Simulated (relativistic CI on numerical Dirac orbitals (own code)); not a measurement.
## Os5+: O2,3 absorption edge

Computed with this model: Dirac-Coulomb-Breit CI, separate exchange-only KLI orbitals for each configuration, model QED, valence Slater integrals scaled by 0.9, multiplet model of core-to-valence dipole absorption; configurations [Xe] 4f14 5d3 → [Kr] 4d10 4f14 5s2 5p5 5d4; 300 K; Lorentzian 1 eV and Gaussian 0.3 eV FWHM. Energies are those of the free ion, without screening or charge transfer. The branching ratio is the share of the lower-energy edge in the whole absorption, uncertain by about 0.02 where the edges overlap. S is read from ⟨S²⟩ = S(S + 1).

Field parameters in Wybourne normalisation: Oh B⁴₀ = 21Dq, B⁴₄ = √(5/14) B⁴₀; Td as Oh with Dq negative (B⁴₀ = 21Dq, B⁴₄ = √(5/14) B⁴₀). The field is a parameter set, without covalency.

Computed curve for Oh, 10Dq = 40650 cm⁻¹, scaled to 100 at the maximum (points under 2 are left out and the grid is thinned):

(Energy (eV), Intensity): (41.50, 2.0), (42.50, 3.4), (43.25, 6.8), (44.25, 17.0), (45.00, 28.0), (46.00, 24.6), (46.75, 12.4), (47.75, 16.0), (48.50, 21.1), (49.50, 33.8), (50.25, 50.3), (51.25, 76.6), (52.00, 96.9), (53.00, 83.3), (54.00, 57.3), (54.75, 50.2), (55.75, 49.4), (56.50, 48.2), (57.50, 37.3), (58.25, 37.7), (59.25, 40.4), (60.00, 47.3), (61.00, 43.8), (61.75, 39.9), (62.75, 37.5), (63.50, 42.6), (64.50, 56.4), (65.50, 57.3), (66.25, 59.5), (67.25, 61.5), (68.00, 54.3), (69.00, 31.8), (69.75, 24.1), (70.75, 24.6), (71.50, 27.5), (72.50, 13.9), (73.25, 11.6), (74.25, 5.1), (75.00, 3.1), (76.00, 2.1)

The ground state has S = 1.46, and the centroid lies at 58.45 eV.
